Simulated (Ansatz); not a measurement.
Consider the ligand exchange at a Ge–C bond: `[GeH3][C]1=CC1` + `N[SiH2]S` → `N[SiH2][S][GeH3]` + `C1=CC1`.

Gas-phase electronic energies from Ansatz, PBE0-D4/def2-TZVP geometries. CCSD(T)/CBS is the MP2 limit (def2-TZVPP, def2-QZVPP) plus CCSD(T) − MP2 in def2-TZVPP, frozen cores. This one scheme is used for every species. DFT in def2-TZVPP. For Ge outer-core shells are correlated without core-valence functions, which leaves a few kJ/mol of doubt a bond. Scalar relativity is left out up to krypton. One conformer a species, not always the lowest.

`[GeH3][C]1=CC1`:

Cartesian coordinates in Å:
```
Ge -0.205 -1.684 -0.257
C -0.127 0.196 0.083
C -0.674 1.297 0.488
C 0.729 1.448 0.029
H -1.593 -2.222 0.121
H 0.067 -1.934 -1.749
H 0.877 -2.388 0.575
H -1.540 1.799 0.888
H 0.937 1.909 -0.937
H 1.528 1.578 0.759
```

`N[SiH2]S`:

```xyz
8

N    -0.349    0.943    1.018
Si   -0.219    0.015   -0.408
S     0.984   -1.741   -0.099
H    -1.163    0.865    1.603
H     0.460    1.246    1.534
H     0.436    0.764   -1.510
H    -1.611   -0.335   -0.783
H     1.461   -1.758   -1.355
```

`N[SiH2][S][GeH3]`:

Z-matrix (Å, degrees):
```
Si
S 1 2.147
N 1 1.708 2 113.0
H 1 1.484 2 109.4 3 119.4
H 1 1.486 2 107.5 3 -120.8
Ge 2 2.223 1 97.0 3 165.2
H 3 1.008 1 120.3 2 -64.4
H 3 1.007 1 119.6 2 79.7
H 6 1.533 2 106.4 1 162.7
H 6 1.538 2 109.6 1 43.2
H 6 1.536 2 110.1 1 -77.4
```

`C1=CC1`:

Z-matrix (Å, degrees):
```
C
C 1 1.498
C 1 1.498 2 50.9
H 1 1.090 2 119.6 3 105.7
H 1 1.090 2 119.6 3 -105.7
H 2 1.076 1 145.6 3 -180.0
H 3 1.076 1 145.6 2 180.0
```

Q: Is it downhill or uphill in electronic energy at CCSD(T)/CBS, and by how much? (An estimate is asked.)

A: Computed: Downhill: ΔE = -42.7 kJ/mol.

Q: What do these levels give: r2SCAN-D4, PBE0-D4, ωB97M-V, SCS-MP2/def2-TZVPP, HF/CBS(def2), CCSD/CBS(def2)? (Best estimate.)

A: The calculation gave: r2SCAN-D4 -45.0, PBE0-D4 -46.3, ωB97M-V -44.2, SCS-MP2/def2-TZVPP -38.8, HF/CBS(def2) -41.5, CCSD/CBS(def2) -42.0 kJ/mol.

Largest T1 diagnostic among the species: 0.011.

The D4 term adds −3.7 kJ/mol with B3LYP and −1.9 kJ/mol with PBE0; it sums over pairs of atoms, weighted by their polarisabilities, and B3LYP, whose exchange is more repulsive, gets the larger term.

B3LYP here is the variant with VWN-RPA as its local correlation; programs differ in this.
